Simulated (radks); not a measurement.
Spherical jellium clusters: N electrons in a uniform positive sphere of charge N and radius rs N^(1/3), rs = 4.84 bohr. Calculated with a radial shooting solver with Libxc functionals: non-relativistic Kohn-Sham, LDA (Slater exchange, Perdew-Wang correlation), spin-polarised, spherical densities. Levels are named by radial order and angular momentum (1s, 1p, 1d, 2s, ...), and open shells are averaged over m.

N = 12, configuration 1s2 1p6 1d(up 4, down 0). This is the lowest configuration that the search found. Occupied and some empty levels:

| level | occupation | eigenvalue (eV) | <r> (bohr) |
|---|---|---|---|
| 1s up | 1 | -4.0171 | 7.198 |
| 1s down | 1 | -3.7491 | 6.883 |
| 1p up | 3 | -3.3380 | 8.403 |
| 1p down | 3 | -3.0059 | 8.344 |
| 1d up | 4 | -2.4560 | 9.365 |
| 1d down | 0 | -2.1118 | 9.460 |
| 2s up | 0 | -1.9527 | 8.103 |
| 2s down | 0 | -1.7928 | 8.324 |
| 1f up | 0 | -1.4376 | 10.33 |
| 1f down | 0 | -1.1157 | 10.59 |
| 2p up | 0 | -0.96527 | 10.63 |
| 2p down | 0 | -0.80546 | 11.00 |

Energy (eV): total -21.2718, kinetic 15.412, external -419.66, Hartree 208.01, exchange-correlation -37.207, background 212.17.

Electron density:

| r (bohr) | n(r) (e/bohr^3) |
|---|---|
| 0.799 | 0.001120 |
| 1.69 | 0.001262 |
| 2.58 | 0.001493 |
| 3.47 | 0.001787 |
| 4.36 | 0.002106 |
| 5.25 | 0.002396 |
| 6.14 | 0.002587 |
| 7.03 | 0.002607 |
| 7.91 | 0.002405 |
| 8.80 | 0.001992 |
| 9.69 | 0.001458 |
| 10.6 | 0.0009363 |
| 11.5 | 0.0005312 |
| 12.4 | 0.0002746 |
| 13.2 | 0.0001330 |
| 14.1 | 0.00006147 |
| 15.0 | 0.00002748 |
| 15.9 | 0.00001197 |
| 16.8 | 5.138e-06 |
| 17.7 | 2.182e-06 |
